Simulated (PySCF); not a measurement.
In(F)2(SeH) (F2HInSe), SMILES [F][In]([F])[SeH].

The structure is a stationary point at B3LYP-D3(BJ)/def2-SVP. The structure was generated by enumeration; whether it is a known compound was not checked. The def2 effective core potentials stand for the cores of In; spin–orbit coupling is left out. Other conformers were not sampled.

The numbers are results of TDDFT-PBE/def2-SVPD run with PySCF, not measurements.

Vertical excitations. Gas-phase values at a fixed geometry. State labels are in the subgroup Cs.

Computed UV-visible absorptions:
```json
[
 {"state": "S1", "symmetry": "A\"", "energy (eV)": "3.30", "λ (nm)": "375", "f": "0.010", "main pairs": "HOMO→LUMO 100 %"},
 {"state": "S2", "symmetry": "A'", "energy (eV)": "4.79", "λ (nm)": "259", "f": "0.021", "main pairs": "HOMO−1→LUMO 56 %, HOMO→LUMO+1 41 %"},
 {"state": "S3", "symmetry": "A'", "energy (eV)": "4.98", "λ (nm)": "249", "f": "0.008", "main pairs": "HOMO−2→LUMO 97 %"},
 {"state": "S4", "symmetry": "A\"", "energy (eV)": "5.01", "λ (nm)": "247", "f": "0.000", "main pairs": "HOMO−3→LUMO 100 %"},
 {"state": "S5", "symmetry": "A'", "energy (eV)": "5.21", "λ (nm)": "238", "f": "0.063", "main pairs": "HOMO−5→LUMO 44 %, HOMO→LUMO+1 38 %, HOMO−1→LUMO 16 %"},
 {"state": "S6", "symmetry": "A\"", "energy (eV)": "5.38", "λ (nm)": "231", "f": "0.016", "main pairs": "HOMO−4→LUMO 99 %"},
 {"state": "S7", "symmetry": "A\"", "energy (eV)": "5.59", "λ (nm)": "222", "f": "0.015", "main pairs": "HOMO→LUMO+2 99 %"},
 {"state": "S8", "symmetry": "A'", "energy (eV)": "6.16", "λ (nm)": "201", "f": "0.205", "main pairs": "HOMO−5→LUMO 31 %, HOMO−6→LUMO 30 %, HOMO−3→LUMO+1 10 %, HOMO−1→LUMO 10 %"},
 {"state": "S9", "symmetry": "A\"", "energy (eV)": "6.23", "λ (nm)": "199", "f": "0.007", "main pairs": "HOMO−1→LUMO+1 98 %"},
 {"state": "S10", "symmetry": "A'", "energy (eV)": "6.38", "λ (nm)": "194", "f": "0.275", "main pairs": "HOMO−6→LUMO 37 %, HOMO−3→LUMO+1 20 %, HOMO−5→LUMO 15 %, HOMO−1→LUMO 10 %"},
 {"state": "T1", "symmetry": "A\"", "energy (eV)": "2.94", "λ (nm)": "422", "f": "0", "main pairs": "HOMO→LUMO 100 %"},
 {"state": "T2", "symmetry": "A'", "energy (eV)": "4.14", "λ (nm)": "300", "f": "0", "main pairs": "HOMO−1→LUMO 95 %"},
 {"state": "T3", "symmetry": "A'", "energy (eV)": "4.57", "λ (nm)": "271", "f": "0", "main pairs": "HOMO→LUMO+1 96 %"},
 {"state": "T4", "symmetry": "A'", "energy (eV)": "4.64", "λ (nm)": "267", "f": "0", "main pairs": "HOMO−2→LUMO 99 %"}
]
```
Triplets are in the Tamm–Dancoff approximation, which puts them higher than full response would, so one can lie above its singlet here.
